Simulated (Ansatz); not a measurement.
C₃H₁₀OSi (`C[SiH](C)CO`), relaxed with RKS PBE0-D4/def2-TZVP in Ansatz from a PBE-D4/def2-SVP geometry. The force threshold is 0.005 eV/Å; the program also tests the step.

The species carries charge 0 and has multiplicity 1.

Start:

```xyz
15

C     1.254    0.714   -0.982
Si    0.157   -0.527   -0.060
C     0.721   -0.727    1.736
C    -1.651    0.102   -0.147
O    -2.082    0.322   -1.493
H     2.305    0.362   -1.027
H     1.251    1.704   -0.483
H     0.912    0.853   -2.029
H     0.234   -1.853   -0.773
H     0.081   -1.451    2.281
H     0.679    0.240    2.279
H     1.765   -1.098    1.786
H    -2.332   -0.666    0.281
H    -1.782    1.009    0.497
H    -1.510    1.016   -1.867
```

**Question.** How much energy does the relaxation release, and in how many steps? (Estimate.)

**Answer.** The calculation gave: 1.43 kcal/mol, in 6 steps.

**Question.** Which bonds change most? (Best estimate.)

**Answer.** Ansatz gave: Si2–C4 from 1.916 to 1.894 Å; Si2–C3 from 1.893 to 1.873 Å; C1–Si2 from 1.896 to 1.876 Å; C4–H14 from 1.120 to 1.101 Å.

**Question.** Give the relaxed structure. (Best estimate.)

**Answer.** The calculation gave: 
```xyz
15

C     1.251    0.701   -0.983
Si    0.160   -0.522   -0.072
C     0.706   -0.712    1.709
C    -1.631    0.091   -0.129
O    -2.093    0.377   -1.446
H     2.295    0.377   -0.962
H     1.202    1.694   -0.527
H     0.966    0.792   -2.035
H     0.239   -1.841   -0.765
H     0.067   -1.419    2.245
H     0.667    0.244    2.237
H     1.732   -1.084    1.766
H    -2.295   -0.686    0.263
H    -1.760    0.960    0.535
H    -1.506    1.028   -1.836
```
